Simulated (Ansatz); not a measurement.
Cl3Te (SMILES Cl[Te+](Cl)Cl), charge +1, singlet, geometry from GFN2-xTB (all electrons, no relativity). Base run: PBE0/3-21G (Ansatz, a program for electronic structure).

The Ansatz input:
Ansatz 0.2 input:
```yaml
crystal:
  periodic: [false, false, false]
  atoms:
    - {symbol: Te, position_ang: [0.08225096, 0.43564390, 0.27167275]}
    - {symbol: Cl, position_ang: [1.90482649, -0.61409172, -0.60663619]}
    - {symbol: Cl, position_ang: [-0.91590711, -1.30425174, 1.35407593]}
    - {symbol: Cl, position_ang: [-1.24051054, 0.58578566, -1.57843873]}
basis:
  gaussian:
    orbitals: 3-21G.json
hamiltonian:
  xc: pbe0
total_charge: 1
```
The basis file holds 3-21G in the JSON format of the Basis Set Exchange.

Each row names what was changed in the base input (with any setting that the change needs).

```csv
change,basis functions,E (Eh)
base,72,-7958.61229
basis = STO-3G,[?],[?]
basis = def2-SVP,80,-1647.46514
basis = def2-SV(P),80,-1647.46514
basis = def2-SVPD,[?],[?]
basis = def2-TZVP,[?],[?]
basis = def2-TZVPP,176,-1647.97442
basis = def2-TZVPD,197,-1647.97607
basis = def2-QZVP,292,-1648.02016
basis = def2-QZVPP,292,-1648.02016
```

**Question.** Some entries are withheld; supply them.

**Answer.** 
- basis = STO-3G, basis functions: 54
- basis = STO-3G, E (Eh): -7913.87843
- basis = def2-SVPD, basis functions: 116
- basis = def2-SVPD, E (Eh): -1647.48770
- basis = def2-TZVP, basis functions: 161
- basis = def2-TZVP, E (Eh): -1647.97421

Totals compare only among sets that treat the same electrons; sets with core potentials leave the core out.
